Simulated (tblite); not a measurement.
Q: Give a GFN2-xTB geometry of `C=C[C@@H]1CC(F)=C[C@@H]1C#N`.

A: 
```
atom  x, y, z in Å
C1     2.6750    0.7206   -0.1567
C2     1.4458    0.4489   -0.5522
C3     0.4073   -0.1841    0.3191
C4    -0.2201   -1.4490   -0.3004
C5    -1.6424   -1.3627    0.1554
F6    -2.4459   -2.4240    0.0191
C7    -1.9852   -0.1935    0.6679
C8    -0.8099    0.7506    0.6104
C9    -1.0423    1.7075   -0.4495
N10   -1.2544    2.4512   -1.2909
H11    3.3943    1.1791   -0.8126
H12    3.0151    0.4945    0.8413
H13    1.1274    0.6887   -1.5580
H14    0.8553   -0.4454    1.2823
H15   -0.1745   -1.4279   -1.3932
H16    0.2668   -2.3640    0.0373
H17   -2.9514    0.1057    1.0281
H18   -0.6696    1.3101    1.5409
```

Any rigid rotation of these coordinates is as good. Atoms count from 1 in this order. Of the pairs four or more bonds apart, C9···H13 is among the closest relative to their van der Waals radii: 2.64 Å, 91 % of the sum of Bondi's values. The 8 C–C bonds span 1.320 Å (C1=C2, drawn double) to 1.562 Å (C3–C8, drawn single), a spread of 0.242 Å. The 5-membered ring C3–C4–C5–C7–C8 has internal angles of 102.5° to 114.6° (sum 535°, against 540° for a flat polygon); it is puckered, 0.10 Å rms from its mean plane, widest ring torsion 22°.

Bonds between heavy atoms (Å): C1=C2 1.320, C2–C3 1.496, C3–C4 1.542, C4–C5 1.496, C5–F6 1.338, C5=C7 1.322, C7–C8 1.509, C8–C9 1.447, C9≡N10 1.143, C3–C8 1.562.

Computed geometry: GFN2-xTB, gas phase.

Point group: C1 (no symmetry element, even within 0.4 Å). Its GFN2-xTB frequencies are all real (lowest 44 cm⁻¹). One conformer, not necessarily the lowest (C1–C2–C3–C4 -126°, C2–C3–C4–C5 -144°, C3–C4–C5–F6 -168°, C5–C7–C8–C9 105°, C2–C3–C8–C7 145°). 3 starts were optimised and ended at 0.00, 0.00 and 1.27 kcal/mol (GFN2-xTB); the lowest of these is shown.
